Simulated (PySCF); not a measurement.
Run record: geometry optimisation, `[As]#[As]`.

Computed with BHandHLYP/def2-TZVP geometry optimisation, gas phase (PySCF 2.14.0). Start geometry: GFN2-xTB. The input is one job of a driver script: a line of settings, then coordinates in Å.

Input:
```
{"job": {"xc": "BHandHLYP", "basis": "def2-TZVP", "grid": 1, "kind": "geom"}, "charge": 0, "multiplicity": 1}
As     1.048431    -0.003564    -0.002034
As    -1.045674     0.004832    -0.012114
```

Output:
```
step   0  E = -4471.72579587  max force = 0.011044
step   1  E = -4471.72600896  max force = 0.001050
step   2  E = -4471.72601244  max force = 0.000342
step   3  E = -4471.72601256  max force = 0.000102
optimisation converged
```

Energies in Eh; «max force» is the largest Cartesian gradient component in Eh/bohr.

Task: How much energy does the optimisation release, in kJ/mol?

Result: E(step 0) − E(last step) = 0.000217 Eh, which is 0.6 kJ/mol.

Task: Give the first gradient maximum in eV/Å.

Result: With 1 Eh/bohr = 51.422 eV/Å, 0.568 eV/Å.

Summary of the converged run: final energy -4471.72601 Eh after 3 steps; dipole 0.00 D.

Task: Give the final coordinates.

Result: 0.009 Å rms from the input after alignment:
```
atom  x, y, z in Å
As1   -0.4346   -0.6217    0.7000
As2    0.4374    0.6229   -0.7141
```

Hardware: an Intel Xeon Platinum 8488C with one thread, no GPU (shared host). Cost: 6.9 s, 0.48 GiB resident at most.
Labels such as C1 count atoms from 1, the log's own numbers from 0.
